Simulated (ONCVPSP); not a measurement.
**Pseudopotential generation for molybdenum: ONCV, PBE, fully relativistic.**

```
Element                 : Mo (Z = 42)
Generator               : ONCVPSP 4.0.1
Type                    : optimised norm-conserving Vanderbilt (ONCV)
Functional              : PBE
Relativity              : fully relativistic
Frozen core             : [Ar] 3d10
Valence charge          : 14
Reference configuration : 4s2 4p6 4d4 (charge +2)
Partial waves           : 4s: rc 1.10 bohr, ncon 4, nbas 9, qcut 5.7 1/bohr, 2 projectors, debl 1.3 Ha; 4p: rc 1.90 bohr, ncon 4, nbas 8, qcut 6.8 1/bohr, 2 projectors, debl 1.7 Ha; 4d: rc 1.60 bohr, ncon 4, nbas 7, qcut 5.6 1/bohr, 1 projector
Local potential         : polynomial inside 0.80 bohr (lpopt 5, dvloc0 0 Ha)
Core correction         : polynomial model core, fcfact 0.4
```

Open shells are filled in proportion to 2j + 1.

In the s channel the program set the typed energies aside and used -3.040, 0.250 Ha. In the p channel the program set the typed energies aside and used -2.056, 0.250 Ha (j = l + 1/2; the other j can differ).

Poles of the logarithmic derivatives, all-electron (AE) and pseudo (PS). s: poles at 2.4 (AE) and 2.4 (PS) Ha. p3/2: poles at -1.6, 4.8 (AE) and -1.6, 4.4 (PS) Ha. p1/2: poles at -1.8, 4.7 (AE) and -1.8, 4.3 (PS) Ha. d5/2: poles at 1.0 (AE) and 1.0 (PS) Ha. d3/2: poles at 1.0 (AE) and 1.0 (PS) Ha. Test radii: s 1.12, p3/2 1.93, p1/2 1.93, d5/2 1.62, d3/2 1.62 bohr.

- Cutoffs needed: 167 Ha and 200 Ha (the cutoffs (Ha) at which the residual kinetic energy of the hardest occupied pseudo-wave falls to 1 and 0.1 mHa per electron)
- Ghost test: ghosts flagged at negative energy: s at -51.7 eV; GHOST(+) flagged for p3/2 at 155.3 eV, p1/2 at 161.3 eV; a true bound ghost makes a file unfit for plane-wave use
- Largest excitation error: -29 meV (all-electron minus pseudo) for 4s1 4p6 4d5 5s1, out of 4 test configurations
- rms error of d²Exc/dni dnj: 8.23 mHa without and 5.75 mHa with the model core
